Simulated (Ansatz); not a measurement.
System: sum formula SiHSCl2 (charge 0, doublet). It need not be the lowest isomer of its formula. 
Geometry from a B3LYP-D3(BJ)/def2-TZVP (Ansatz, an electronic-structure program) optimisation:
```xyz
5

S      1.4157    -0.3135     1.3676
Si     0.1035    -0.4378    -0.3232
Cl    -1.7960    -0.5839     0.4709
Cl     0.2312     1.2450    -1.5273
H      2.5013    -0.0934     0.6032
```
Charge 0, spin multiplicity 2.

Total electronic energies in hartree. Correlated levels leave the core frozen unless marked. UHF or UKS for open shells. Spin-orbit coupling is left out. Non-relativistic. CBS(X,Y): correlation extrapolated as X^-3; Hartree-Fock from the larger set. [CCSD(T)-MP2]/basis is that difference in the basis named.

```csv
level,program,energy (Eh)
HF/cc-pV(Q+d)Z,Ansatz,-1606.24065
PBE-D4/def2-TZVPD,Ansatz + dftd4,___
BLYP-D3(BJ)/def2-TZVPD,Ansatz + dftd3,-1608.83791
BLYP-D4/def2-TZVPD,Ansatz + dftd4,-1608.83736
r2SCAN-D3(BJ)/def2-TZVPD,Ansatz + dftd3,-1608.72411
B3LYP-D4/def2-TZVPD,Ansatz + dftd4,-1608.90519
B3LYP/def2-TZVPD,Ansatz,-1608.89283
HSE06/def2-TZVPD,Ansatz,-1608.24156
CAM-B3LYP-D3(BJ)/def2-TZVPD,Ansatz + dftd3,-1608.87690
LC-wPBE-D3(BJ)/def2-TZVPD,Ansatz + dftd3,-1608.37479
MP2/STO-3G,Ansatz,-1588.67333
MP2/aug-cc-pV(T+d)Z,Ansatz,-1606.88916
MP2/aug-cc-pV(Q+d)Z,Ansatz,-1606.95676
RI-MP2/aug-cc-pV(Q+d)Z,Ansatz,-1606.95622
SCS-MP2/STO-3G,Ansatz,-1588.67819
CCSD/cc-pV(D+d)Z,Ansatz,-1606.69309
CCSD/cc-pV(T+d)Z,Ansatz,-1606.92498
CCSD/cc-pwCVTZ,Ansatz,-1606.93454
CCSD/aug-cc-pV(Q+d)Z,Ansatz,-1607.00251
CCSD(T)/aug-cc-pV(D+d)Z,Ansatz,-1606.76324
CCSD(T)/cc-pV(Q+d)Z,Ansatz,-1607.03528
"RI-MP2/CBS(cc-pV(T+d)Z,cc-pV(Q+d)Z)+[CCSD(T)-MP2]/cc-pV(Q+d)Z",Ansatz,-1607.0809
"CCSD(T)/CBS(aug-cc-pV(T+d)Z,aug-cc-pV(Q+d)Z)",Ansatz,-1607.0814
```

Problem. Some entries are withheld; supply them.

Solution. 
- PBE-D4/def2-TZVPD, energy (Eh): -1608.14744
